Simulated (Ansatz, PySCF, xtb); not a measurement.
Potential energy curve for Cu2, singlet.

- RKS-B3LYP/6-31G* = restricted B3LYP/6-31G*, spherical d (PySCF 2.14.0)
- UKS-PBE = unrestricted PBE/def2-SVP in Ansatz (a program for electronic structure)
- GFN1-xTB (xtb)

Energies are in kcal/mol, each relative to the lowest point of its own curve near equilibrium.

```
R / Å  RKS-B3LYP/6-31G*  UKS-PBE  GFN1-xTB
-----  ----------------  -------  --------
1.71               36.3     60.8     154.6
1.81               14.3     31.8      72.9
1.93                2.2     12.3      25.6
2.07                0.0      2.3       4.6
2.15                2.2      0.3       0.7
2.20                4.5      0.0       0.0
2.28                9.0      0.6       0.6
2.33               12.2      1.4       1.7
2.44               19.8      4.3       5.5
2.49               23.3      5.8       7.6
2.65               34.3     11.5      15.3
2.81               44.3     17.6      23.8
3.07               57.8     27.1      38.8
3.42               71.2     38.1      59.8
3.73               79.6     45.8      77.5
4.12               87.3     52.4      96.4
4.56               93.5     56.3     110.9
5.03               98.1     58.2     119.2
5.64              101.8     59.0     123.2
6.23              103.9     59.3     124.1
6.84              105.1     59.3     124.2
8.02              106.4     59.4     124.3
9.17              107.1     59.4     124.3
```

At the longest distance, 9.17 Å, GFN1-xTB lies highest above its minimum (124.3 kcal/mol) and UKS-PBE lowest (59.4 kcal/mol).

The restricted form behind RKS-B3LYP/6-31G* keeps the bonding electrons paired and can't separate into open-shell fragments. The unrestricted determinant behind UKS-PBE is spin-contaminated at 4.12 to 9.17 Å (<S²> up to 1.0, against 0.00 for a pure singlet).
